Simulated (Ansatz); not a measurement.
The same path of a periodic cell of 33 atoms, Al$_{32}$H (host Al, host structure fcc, interstitial H) was run twice with different band settings.

All numbers below come from DFT PBEsol, scalar-relativistic, plane waves, PAW (Ansatz). Settings: cutoff 420 eV, k mesh 3x3x3, gaussian smearing 0.15 eV, no spin polarisation.

Relaxed end points:

```xyz
33
Lattice="8.1000 0.0000 0.0000 0.0000 8.1000 0.0000 0.0000 0.0000 8.1000" Properties=species:S:1:pos:R:3
Al 4.043 -0.004 -0.003
Al 6.056 2.044 0.006
Al 6.056 0.006 2.045
Al -0.074 0.075 0.075
Al 2.021 2.018 -0.003
Al 4.069 4.031 0.006
Al 6.082 6.080 -0.003
Al 2.021 -0.004 2.019
Al 4.050 2.025 2.026
Al 6.075 4.050 2.026
Al 4.069 0.006 4.033
Al 6.075 2.025 4.051
Al 6.082 -0.004 6.080
Al 0.005 4.057 -0.003
Al 2.100 6.001 0.075
Al -0.005 2.044 2.045
Al 2.031 4.031 2.045
Al 4.069 6.070 2.045
Al 0.004 -0.004 4.058
Al 2.031 2.044 4.033
Al 4.050 4.050 4.051
Al 6.057 6.070 4.033
Al 2.099 0.074 6.002
Al 4.069 2.044 6.071
Al 6.057 4.032 6.071
Al 0.005 6.080 2.019
Al -0.005 4.032 4.033
Al 2.021 6.079 4.058
Al 0.005 2.019 6.081
Al 2.021 4.057 6.080
Al 4.044 6.080 6.081
Al -0.073 6.002 6.003
H 1.013 7.088 7.090
```

```xyz
33
Lattice="8.1000 0.0000 0.0000 0.0000 8.1000 0.0000 0.0000 0.0000 8.1000" Properties=species:S:1:pos:R:3
Al 4.125 0.075 0.076
Al 6.094 2.044 0.007
Al 6.094 0.005 2.045
Al 0.007 -0.004 -0.003
Al 2.029 2.018 -0.003
Al 4.046 4.057 -0.003
Al 6.068 6.079 -0.003
Al 2.029 -0.004 2.020
Al 4.055 2.044 2.045
Al 6.075 4.050 2.026
Al 4.046 -0.004 4.058
Al 6.075 2.025 4.052
Al 6.068 -0.004 6.081
Al -0.019 4.031 0.007
Al 1.950 6.001 0.076
Al 0.000 2.025 2.026
Al 2.020 4.031 2.045
Al 4.046 6.079 2.020
Al -0.019 0.005 4.033
Al 2.020 2.044 4.033
Al 4.055 4.032 4.033
Al 6.094 6.070 4.033
Al 1.952 0.073 6.003
Al 4.046 2.018 6.081
Al 6.094 4.032 6.071
Al -0.019 6.070 2.045
Al 0.000 4.050 4.052
Al 2.029 6.079 4.058
Al -0.019 2.044 6.071
Al 2.029 4.057 6.081
Al 4.123 6.002 6.003
Al 0.007 6.079 6.081
H 3.038 7.088 7.091
```

Common settings: climbing image yes; force threshold 0.05 eV/Å; end points relaxed.

| run | movable images | spring | optimiser | start path | iteration limit |
| --- | --- | --- | --- | --- | --- |
| 1 | 5 | 1.0 eV/Å² | quadratic models (default) | IDPP | 80 |
| 2 | 3 | 0.05 eV/Å² | fire | default | 50 |

Question: What does each run give, and how far can it be trusted?

Answer: Run 1: converged after 10 iterations, highest image 0.172 eV above the first end. The profile has 2 maxima (images 2, 4) with wells between them (image 3): this band takes more than one step, which may be the mechanism or a detour left from its start path. By the program's own check the climbing image is of a kind that is not told: the force calls were inconclusive, a negative curvature could not be distinguished from the path's own, the only one lies far off the path, or fixed occupations may fill a level only in part (lowest curvatures found: -0.73 and 1.19 eV/Å²).
Run 2: converged after 20 iterations, highest image 0.351 eV above the first end. The order of the stationary point at the top wasn't checked. Another band between the same ends, with other settings, climbed to 0.172 eV only, so this may not be the lowest route.
Limits of this set-up: coarse k mesh, odd electron count without spin, a small cell, in which the defect meets its images.
